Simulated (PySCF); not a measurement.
ClFGeH2. Atoms are numbered in the order given.

```xyz
5

Ge     0.3689     0.4311     0.0000
F     -1.0896     1.3819     0.0000
Cl    -0.2470    -1.6297     0.0000
H      1.0997     0.7359     1.3081
H      1.0997     0.7359    -1.3081
```

Coordinates come from a B3LYP-D3(BJ)/def2-TZVP optimisation.

Method: r2SCAN/def2-TZVPD in PySCF.

Symmetry labels are those of the subgroup Cs that the program uses (full group Cs).

Computed valence orbital energies around the gap with their symmetry:
```json
[
 {"orbital": "HOMO−7", "symmetry": "A'", "energy (eV)": "-14.91"},
 {"orbital": "HOMO−6", "symmetry": "A'", "energy (eV)": "-11.30"},
 {"orbital": "HOMO−5", "symmetry": "A\"", "energy (eV)": "-11.00"},
 {"orbital": "HOMO−4", "symmetry": "A'", "energy (eV)": "-10.86"},
 {"orbital": "HOMO−3", "symmetry": "A'", "energy (eV)": "-9.51"},
 {"orbital": "HOMO−2", "symmetry": "A\"", "energy (eV)": "-9.39"},
 {"orbital": "HOMO−1", "symmetry": "A'", "energy (eV)": "-8.50"},
 {"orbital": "HOMO", "symmetry": "A\"", "energy (eV)": "-8.20"},
 {"orbital": "LUMO", "symmetry": "A'", "energy (eV)": "-1.15"},
 {"orbital": "LUMO+1", "symmetry": "A'", "energy (eV)": "-0.86"},
 {"orbital": "LUMO+2", "symmetry": "A'", "energy (eV)": "-0.07"},
 {"orbital": "LUMO+3", "symmetry": "A'", "energy (eV)": "1.15"}
]
```
